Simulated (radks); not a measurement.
Initial-state core-level shifts of the cobalt ion Co3+ when its valence configuration changes from [Ar] 3d6. Calculated with a radial shooting solver on a logarithmic mesh with Libxc functionals: scalar-relativistic Kohn-Sham, r2SCAN, spin-polarised, spherical densities, finite nucleus; open shells are filled with parallel spins first; meta-GGA in the generalised Kohn-Sham scheme; Fermi nuclear charge, rms radius 3.7875 fm. Shifts are changes of the shell-averaged eigenvalues in eV (positive: less bound); the change of the density at the nucleus, which sets a Mossbauer isomer shift, is in e/bohr^3, on a base of 1.735e+04.

| valence | 1s | 2s | 2p | 3s | density at nucleus |
|---|---|---|---|---|---|
| 3d5 4s1 | -9.082 | -10.188 | -10.129 | -8.161 | +18.807 |
| 3d5.5 4s0.5 | -4.464 | -5.001 | -4.971 | -4.061 | +8.993 |
| 3d5 4p1 | -10.339 | -11.392 | -11.335 | -9.410 | +3.501 |
| 3d4 4s2 | -20.248 | -22.609 | -22.490 | -17.902 | +39.400 |
| 3d5.5 4p0.5 | -5.099 | -5.605 | -5.577 | -4.698 | +1.666 |
| 3d4.5 4p1.5 | -16.239 | -17.925 | -17.835 | -14.651 | +5.752 |
| 3d4 4p2 | -22.311 | -24.670 | -24.548 | -19.935 | +8.190 |
| 3d4.5 4s1 4p0.5 | -15.000 | -16.731 | -16.639 | -13.429 | +21.520 |
| 3d3 4p3 | -34.982 | -38.799 | -38.616 | -30.622 | +13.600 |
